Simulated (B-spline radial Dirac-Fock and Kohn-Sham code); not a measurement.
# EELS cross sections of the Yb L1 (2s) edge

System: the free ytterbium atom, configuration 1s2 2s2 2p6 3s2 3p6 3d10 4s2 4p6 4d10 4f14 5s2 5p6 6s2. Model: the first Born approximation with generalised oscillator strengths from a Dirac-Hartree-Slater potential (longitudinal and transverse terms; continuum final states only, so no white lines or fine structure). Program: a radial finite-basis atomic code. The edge is taken at 10486.0 eV (tabulated value).

Partial cross sections σ(β, Δ) in barn, integrated over a window Δ above the edge and up to the collection semi-angle β, for parallel illumination:

```tsv
E₀ (kV)	β (mrad)	Δ = 25 eV	Δ = 50 eV	Δ = 100 eV	Δ = 200 eV	Δ = 300 eV
60	5	0.000801	0.00159	0.00313	0.00612	0.00898
60	50	0.0723	0.143	0.283	0.553	0.812
60	100	0.229	0.453	0.896	1.75	2.58
80	20	0.0176	0.0349	0.0690	0.135	0.198
80	50	0.0955	0.189	0.374	0.733	1.08
100	5	0.00147	0.00292	0.00578	0.0113	0.0166
100	20	?	?	?	?	?
120	5	0.00182	0.00362	0.00717	0.0140	0.0206
120	20	0.0276	0.0549	0.109	0.213	0.312
120	100	0.316	0.626	1.24	2.44	3.59
200	10	0.0132	0.0263	0.0521	0.102	0.150
200	20	0.0485	0.0964	0.191	0.374	0.550
200	100	0.353	0.700	1.39	2.73	4.02
300	50	0.224	0.446	0.884	1.74	2.56
```

Question: Give the row for 100 kV and 20 mrad.

Answer: 0.0226 b for 25 eV, 0.0449 b for 50 eV, 0.0888 b for 100 eV, 0.174 b for 200 eV, 0.255 b for 300 eV.

Values without a named source are computed, but for edge energies of neutral atoms, which are taken from tables.
